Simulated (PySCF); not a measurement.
# How methods differ on the excitation energy of H

H 1s1 (2S) → H 2p1 (2P), as a difference of total energies. Calculation: PySCF 2.14, in aug-cc-pVTZ with one added diffuse shell each of s, p, d type (5s4p3d, 32 functions); no relativity, point nucleus. The calculations carry no spin-orbit coupling.

```
   method  excitation energy (eV)  error (eV)
      UHF                  10.210      +0.011
      LDA                   9.436      -0.763
      PBE                   9.809      -0.390
     PBE0                   9.915      -0.284
   r2SCAN                   9.977      -0.222
  r2SCANh                  10.000      -0.199
     BP86                   9.708      -0.491
BHandHLYP                  10.000      -0.199
```

Reference: 10.199 eV (measured; NIST levels, between the centres of gravity of the two terms).
